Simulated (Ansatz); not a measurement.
Reaction (redistribution): `C[BH][GeH2][SiH3]` + `[Cl][GeH2][Cl]` → `C[BH][GeH2][Cl]` + `[SiH3][GeH2][Cl]`

Calculated with Ansatz (gas phase, PBE0-D4/def2-TZVP geometries, no zero-point term in ΔE). CCSD(T)/CBS adds triple-zeta CCSD(T) − MP2 to the extrapolated MP2 energy (def2 sets, frozen cores). DFT in def2-TZVPP. B3LYP here is the variant with VWN-RPA as its local correlation; programs differ in this. For Ge outer-core shells are correlated without core-valence functions, which leaves a few kJ/mol of doubt a bond. Scalar relativity is left out up to krypton. One conformer a species, not always the lowest.

| level | ΔE (kJ/mol) | difference from CCSD(T)/CBS |
| --- | --- | --- |
| PBE-D4 | 0.9 | 0.7 |
| r2SCAN-D4 | 1.6 | 1.4 |
| PBE0-D4 | 0.0 | -0.2 |
| B3LYP-D4 | -3.2 | -3.4 |
| ωB97X-V | -2.9 | -3.1 |
| ωB97M-V | -1.9 | -2.1 |
| B2PLYP | -1.0 | -1.2 |
| PBE | 1.1 | 0.9 |
| r2SCAN | 1.5 | 1.3 |
| PBE0 | 0.1 | -0.1 |
| B3LYP | -2.9 | -3.1 |
| HF/def2-TZVPP | -7.2 | -7.4 |
| MP2/def2-TZVPP | 2.7 | 2.5 |
| SCS-MP2/def2-TZVPP | 0.2 | 0.0 |
| CCSD/def2-TZVPP | -0.3 | -0.5 |
| CCSD(T)/def2-TZVPP | 1.2 | 1.0 |
| HF/def2-QZVPP | -7.3 | -7.5 |
| MP2/def2-QZVPP | 2.1 | 1.9 |
| SCS-MP2/def2-QZVPP | -0.5 | -0.7 |
| HF/CBS(def2) | -7.4 | -7.6 |
| MP2/CBS(def2) | 1.8 | 1.6 |
| CCSD/CBS(def2) | -1.3 | -1.5 |
| CCSD(T)/CBS | 0.2 | 0 |

Largest T1 diagnostic among the species: 0.012.

In def2-TZVPP, CCSD(T) changes the Hartree–Fock value by +8.4 kJ/mol (the triples alone add +1.5 kJ/mol) and MP2 by +9.9 kJ/mol.
